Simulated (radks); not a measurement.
Results of a calculation; reference values are marked as such.
Question: Rb IV, configuration [Ar] 3d10 4s1 4p4 4f1 (not the ground configuration). Level of theory: scalar-relativistic Kohn-Sham, MS2 meta-GGA, spin-polarised, spherical densities, finite nucleus; open shells are filled with parallel spins first (spin-orbit coupling, left out, can overturn this in heavy ions); meta-GGA in the generalised Kohn-Sham scheme; Fermi nuclear charge, rms radius 4.2036 fm (a radial shooting solver on a logarithmic mesh with Libxc functionals). Some entries of the table are withheld. Estimate them.

| orbital | occ. | eigenvalue (Ry) | <1/r> (bohr^-1) |
|---|---|---|---|
| 1s up | 1 | -1110.107 | 37.89 |
| 1s down | 1 | -1110.078 | 37.89 |
| 2s up | 1 | -151.7127 | 8.451 |
| 2s down | 1 | -151.6983 | 8.451 |
| 2p up | 3 | -134.5853 | 8.239 |
| 2p down | 3 | -134.5588 | 8.238 |
| 3s up | 1 | -25.65468 | 2.817 |
| 3s down | 1 | -25.63216 | 2.814 |
| 3p up | 3 | -20.10308 | 2.658 |
| 3p down | 3 | -20.07092 | 2.657 |
| 3d up | 5 | -11.03977 | 2.394 |
| 3d down | 5 | -10.99007 | 2.399 |
| 4s up | 1 | -5.44781 | 0.9743 |
| 4s down | 0 | -5.04328 | 0.9777 |
| 4p up | 3 | -4.08581 | 0.8706 |
| 4p down | 1 | -3.71840 | 0.8593 |
| 4d up | 0 | -2.14883 | 0.6545 |
| 4d down | 0 | -1.90925 | 0.6200 |
| 5s up | 0 | (1) | 0.4092 |
| 5s down | 0 | (2) | 0.4190 |
| 5p up | 0 | -1.44582 | 0.3568 |
| 4f up | 1 | -0.90672 | 0.3088 |
| 5f up | 0 | -0.52122 | 0.1904 |

Answer: 
(1) 5s up eigenvalue (Ry): -1.78493
(2) 5s down eigenvalue (Ry): -1.66347
